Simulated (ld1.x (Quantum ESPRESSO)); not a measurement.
## carbon (C): TM pseudisation with PBEsol, non-relativistic reference atom.

ld1.x (Quantum ESPRESSO) 7.5 was run on this input:

```
&input
   title='C', zed=6., rel=0, dft='PBESOL', iswitch=3,
   config='[He] 2s2 2p2',
   nld=2, rlderiv=2.45, eminld=-3.0, emaxld=5.0, deld=0.02
 /
 &inputp
   pseudotype=2, tm=.true., lloc=0,
   nlcc=.false.,
   file_pseudopw='C.UPF', file_wfcaegen='ae.wfc', file_wfcncgen='nc.wfc', file_beta='beta', file_chi='chi'
 /
2
2P  2  1   2.00   0.00  2.25  2.25  0.0
2S  1  0   2.00   0.00  0.80  0.80  0.0
 &test
   configts(1)='2s2 2p2'
 /
```

Command:

```bash
ld1.x < C.in > C.out
```

Resulting log (shortened: banner, matrices, multipoles, cross overlaps and the repeated all-electron block are left out):

```
Program LD1 v.7.5
     --------------------------- All-electron run ----------------------------

     C

     atomic number is  6.00
     dft =PBESOL   lsd =0 sic =0 latt =0  beta=0.20 tr2=1.0E-14
     Exchange-correlation= PBESOL
                           (   1   4  10   8   0   0   0)
     mesh =1073 r(mesh) = 100.30751 a.u. xmin = -7.00 dx = 0.01250
     1 Ry =  13.60569312 eV

     n l     nl                  e(Ry)          e(Ha)          e(eV)
     1 0     1S 1( 2.00)       -19.9861        -9.9930      -271.9241
     2 0     2S 1( 2.00)        -1.0023        -0.5011       -13.6366
     2 1     2P 1( 2.00)        -0.3849        -0.1924        -5.2366

     final scf error:  6.8E-15 reached in  31 iterations

     Etot =     -75.154151 Ry,     -37.577076 Ha,   -1022.524322 eV

     Ekin =      74.846888 Ry,      37.423444 Ha,    1018.343786 eV
     Encl =    -175.512713 Ry,     -87.756357 Ha,   -2387.972118 eV
     Eh   =      35.295868 Ry,      17.647934 Ha,     480.224744 eV
     Exc  =      -9.784193 Ry,      -4.892097 Ha,    -133.120732 eV

     normalization and overlap integrals

     s(1S/1S) =  1.000000  <r> =   0.2715  <r2> =    0.0999  r(max) =   0.1752
     s(2S/2S) =  1.000000  <r> =   1.5772  <r2> =    3.0119  r(max) =   1.2162
     s(2P/2P) =  1.000000  <r> =   1.7995  <r2> =    4.2480  r(max) =   1.2011

     ------------------------ End of All-electron run ------------------------

     --------------------- Generating NC pseudopotential ---------------------

      Generating local pot.: lloc=0, matching radius rcloc =   0.8000

      Wfc   2P  rcut= 2.244  Using Troullier-Martins method

     ------------------- End of pseudopotential generation -------------------

     Computing logarithmic derivative in   2.46455
     Computing logarithmic derivative in   2.46455
     Computing the partial wave expansion
       no projector for channel:   0
     R is outside the sphere for l=    1 j= 0.00

     ---------------------- Testing the pseudopotential ----------------------

     C

     atomic number is  6.00   valence charge is  4.00
     dft =PBESOL   lsd =0 sic =0 latt =0  beta=0.20 tr2=1.0E-14
     mesh =1073 r(mesh) = 100.30751 xmin = -7.00 dx = 0.01250

     n l     nl             e AE (Ry)        e PS (Ry)    De AE-PS (Ry)
     1 0     2S   1( 2.00)       -1.00227       -1.00227       -0.00000
     2 1     2P   1( 2.00)       -0.38488       -0.38488       -0.00000

     eps = 6.2E-15  iter = 24

     Etot =     -75.154151 Ry,     -37.577076 Ha,   -1022.524322 eV
     Etotps =   -10.608903 Ry,      -5.304452 Ha,    -144.341483 eV

     Ekin =       5.904024 Ry,       2.952012 Ha,      80.328340 eV
     Encl =     -20.754661 Ry,     -10.377331 Ha,    -282.381554 eV
     Ehrt =       8.659088 Ry,       4.329544 Ha,     117.812893 eV
     Ecxc =      -2.750662 Ry,      -1.375331 Ha,     -37.424668 eV
     Epseu=      -1.666692 Ry,      -0.833346 Ha,     -22.676494 eV

     ---------------------- End of pseudopotential test ----------------------
```

Generation and configuration tests took about 1.4 s on one core of a shared server CPU.
